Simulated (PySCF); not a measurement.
A structure optimised at TPSSh-D3(BJ)/def2-SVP, used in a PySCF frequency run:

```xyz
10

C      2.8005    -0.2535     0.0000
C      1.5700     0.1940     0.0000
C      0.3304     0.6257     0.0000
C     -0.8488    -0.2993     0.0000
F     -1.6287    -0.0581     1.0956
F     -1.6287    -0.0581    -1.0956
H      3.3347    -0.4449     0.9367
H      3.3347    -0.4449    -0.9367
H      0.0976     1.6971     0.0000
H     -0.5630    -1.3629     0.0000
```
Charge 0, spin multiplicity 1.

Write its SMILES, formula and point group.

C=C=CC(F)F, C4H4F2, Cs

What are its rotational constants (standard atomic weights)?

8.4709, 1.8813, 1.6639 GHz
